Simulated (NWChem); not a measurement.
Species: TaOF2 cation; SMILES [O]=[Ta+]([F])[F]

Computed with NWChem. Medium grid unless said otherwise, to which SCAN and Minnesota functionals are sensitive. Geometry: optimised at PBE-D3(BJ)/def2-SVP. This spin state was assumed; another may lie lower. def2 effective core potentials on Ta; no spin-orbit coupling. Hybrids' shares of exact exchange are those that their runs print; pure functionals count as 0. The functionals differ in more than this share.

```csv
row,share of exact exchange,orbital gap (eV)
PBE/def2-TZVP,0.00,3.70
BP86/def2-TZVP,0.00,3.81
B3LYP/def2-TZVP,0.20,withheld
M06-2X/def2-TZVP,0.54,8.44
Hartree-Fock/def2-TZVP,1.00,12.75
```

Question: Fit a straight line of the last column on the one before it, predict the withheld value, and compare with the run.

Answer: 
1. Means of the 4 shown rows: x = 0.385, y = 7.175. Slope Σ(x − x̄)(y − ȳ)/Σ(x − x̄)² = 6.258/0.6987 = 8.957; intercept 3.727.
2. The shown rows scatter about the line by 0.083 (root mean square); the largest residual is -0.12, at M06-2X/def2-TZVP.
3. At x = 0.20 (B3LYP/def2-TZVP; inside the shown range) the line gives 5.52.
4. The run gives 5.43, -0.09 from the line, 1.1 times the scatter.
